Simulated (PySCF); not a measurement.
In(F)(Et)2, C₄H₁₀FIn, SMILES C[CH2][In]([F])[CH2]C, GFN2-xTB optimised geometry.

```
16

In     0.03     0.00     0.00
F     -0.45    -1.95    -0.02
C     -1.96     1.16     0.00
C     -3.09     0.19     0.25
H     -2.03     1.64    -0.98
H     -1.88     1.93     0.77
H     -3.00    -0.26     1.24
H     -3.09    -0.61    -0.49
H     -4.06     0.71     0.20
C      2.32     0.00     0.00
C      2.97     1.37     0.02
H      2.59    -0.57    -0.89
H      2.58    -0.59     0.88
H      2.68     1.93     0.90
H      2.69     1.95    -0.86
H      4.06     1.27     0.02
```

Density from PBE0/def2-TZVP, def2 effective core potentials past Kr (PySCF) at that geometry. The core electrons that the potentials of In replace are not part of the density.

Minimum of the electron density along straight lines between bonded atoms, close to the bond critical point (lines longer than 1.1 times the sum of covalent radii, or with two minima, are not listed):

```tsv
bond	length / Å	ρ at the minimum / e bohr⁻³	∇²ρ there / e bohr⁻⁵	position (fraction from the first atom)
In1–F2	2.004	0.099	0.51	0.52
In1–C3	2.299	0.080	0.08	0.51
C3–C4	1.513	0.249	-0.62	0.51
C3–H5	1.090	0.277	-0.94	0.64
C3–H6	1.090	0.277	-0.94	0.64
C4–H7	1.091	0.278	-0.95	0.64
C4–H8	1.091	0.279	-0.96	0.64
C4–H9	1.092	0.276	-0.94	0.64
In1–C10	2.296	0.080	0.08	0.51
C10–C11	1.514	0.248	-0.62	0.50
C10–H12	1.090	0.277	-0.94	0.64
C10–H13	1.090	0.277	-0.94	0.64
C11–H14	1.090	0.278	-0.95	0.64
C11–H15	1.090	0.278	-0.95	0.64
C11–H16	1.093	0.276	-0.94	0.64
```
